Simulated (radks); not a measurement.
Results of a calculation; reference values are marked as such.
Q: Spherical quantum dot in the effective-mass picture: electrons in a parabolic well V = omega^2 r^2 / 2 with omega = 0.264, with a point charge +1 (a donor) at the centre, all in effective atomic units (hartree* = m*/eps^2 hartree, bohr* = eps/m* bohr), one dielectric constant everywhere. Level of theory: non-relativistic Kohn-Sham, r2SCAN, spin-polarised, spherical densities, generalised Kohn-Sham scheme (a radial shooting solver with Libxc functionals). Levels are named by radial order and angular momentum (1s, 1p, 1d, 2s, ...), and open shells are averaged over m. Results are scaled to m* = 0.375 and eps = 8.3, for which hartree* = 148.1 meV and bohr* = 1.171 nm. At N = 6 the configuration is 1s2 1p(up 3, down 1). Does electron 7 go into 1p down or 2s up or 2s down?

A: Into 1p down. The total energies of the other choices lie higher by 5.87 meV (2s up), 8.99 meV (2s down).
